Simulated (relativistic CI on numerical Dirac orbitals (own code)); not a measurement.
## Ti+ in a cubic cluster: L2,3 absorption with charge transfer

Computed with a charge-transfer multiplet model of a cubic metal-ligand cluster with up to one ligand hole, Slater and spin-orbit integrals from Dirac-Coulomb-Breit ions, Slater integrals scaled by 0.8. The ground state mixes d3 with configurations of k ligand holes L, whose averages lie at kΔ + k(k − 1)U_dd/2; a core hole lowers each added d electron by U_cd. 300 K, Lorentzian 0.4 eV and Gaussian 0.3 eV FWHM.

Atomic integrals in eV (Slater integrals scaled, ζ unscaled), ground: F2dd 5.409, F4dd 3.320, zeta_d 0.009; with the core hole: F2dd 6.267, F4dd 3.860, zeta_d 0.017, zeta_core 3.750, F2cd 3.325, G1cd 2.308, G3cd 1.307.

Cluster parameters (eV): U_dd = 3.9, U_cd = 4.9, 10Dq = 1.25, 10Dq(ligand) = 1.4, V(eg) = 2.1, V(t2g) = -1.1, final-state hopping factor = 0.9.

```json
{"Case": "Δ = 6.6 eV", "n_d": "3.21", "d3": "0.79", "d4L": "0.21", "S": "1.50"}
{"Case": "Δ = 9.6 eV", "n_d": "3.14", "d3": "0.86", "d4L": "0.14", "S": "1.50"}
{"Case": "Δ = 12.6 eV", "n_d": "3.10", "d3": "0.90", "d4L": "0.10", "S": "1.50"}
```

Weights, n_d and S are thermal averages at 300 K. Photon energies count from the first peak over 30 % of the highest in each spectrum, which can be another peak from case to case. The parameters are a model scan and need not match a compound or its usual spin state. Peaks in eV (height, largest 100):
- Δ = 6.6 eV: 0.0 (70), 0.8 (100), 4.0 (10), 5.7 (87), 6.6 (40), 7.2 (43)
- Δ = 9.6 eV: 0.0 (71), 0.9 (100), 5.8 (92), 6.7 (42), 7.3 (47)
- Δ = 12.6 eV: 0.0 (72), 0.8 (100), 5.7 (92), 6.6 (43), 7.2 (48)

Curve for Δ = 12.6 eV (points under 2 left out, the grid thinned):

E (eV), Intensity and a bar:
```
     -2.4        2.0 
     -2.1        2.6 
     -1.8        3.6 #
     -1.6        4.7 #
     -1.3        7.3 ##
     -1.0       14.6 ####
     -0.8       22.9 #######
     -0.5       38.3 ###########
     -0.2       65.0 ####################
      0.1       67.1 ####################
      0.4       67.0 ####################
      0.6       89.2 ###########################
      0.9       98.3 ##############################
      1.2       87.8 ###########################
      1.4       84.6 ##########################
      1.7       70.2 #####################
      2.0       41.6 ############
      2.3       24.3 #######
      2.6       16.8 #####
      2.8       15.5 ####
      3.1       14.5 ####
      3.4       12.0 ###
      3.6       10.7 ###
      3.9       10.3 ###
      4.2        9.6 ##
      4.5       11.6 ###
      4.8       19.8 ######
      5.0       27.5 ########
      5.3       47.1 ##############
      5.6       84.1 ##########################
      5.8       90.1 ###########################
      6.1       58.5 ##################
      6.4       42.2 #############
      6.7       41.7 ############
      7.0       42.8 #############
      7.2       48.3 ##############
      7.5       37.5 ###########
      7.8       17.8 #####
      8.0       11.7 ###
      8.3        7.9 ##
      8.6        5.2 #
      8.9        3.9 #
      9.2        3.0 
      9.4        2.5 
      9.7        2.0
```

For the case Δ = 9.6 eV, Δ = 9.6 eV is larger than U_dd = 3.9 eV, the Mott-Hubbard side of the Zaanen-Sawatzky-Allen scheme. With the core hole the configuration with one ligand hole lies at Δ + U_dd − U_cd = 5.6, 8.6, 11.6 eV from the one without, in the order of the table; where this is negative the screened configuration lies lower.

With at most 1 ligand hole the space is cut while the next configuration still counts, so covalency is underestimated, and a final configuration with one more ligand hole, which can lie low, is missing from the spectra.
